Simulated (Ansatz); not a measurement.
NH2 (SMILES [NH2-]), charge -1, multiplicity 1, relaxed at each level with Ansatz (a quantum-chemistry and plane-wave program); harmonic frequencies from differences of analytic forces, average atomic masses, frozen cores.

| mode | PBE/def2-TZVPP (cm⁻¹) | B3LYP/def2-TZVPP (cm⁻¹) | PBE0/def2-TZVPP (cm⁻¹) | wB97X-V/def2-TZVPP (cm⁻¹) | CCSD(T)/cc-pVTZ (cm⁻¹) | CCSD(T)/cc-pVQZ (cm⁻¹) |
|---|---|---|---|---|---|---|
| 1 | 1483 | 1527 | 1522 | 1532 | 1556 | … |
| 2 | 3131 | 3207 | 3266 | 3275 | 3177 | … |
| 3 | 3203 | 3269 | 3336 | 3338 | 3225 | … |

Problem. Modes are in rising order at each level. Some entries are withheld; supply them.

Solution. 
- 2, CCSD(T)/cc-pVQZ (cm⁻¹): 3229
- 1, CCSD(T)/cc-pVQZ (cm⁻¹): 1531
- 3, CCSD(T)/cc-pVQZ (cm⁻¹): 3295
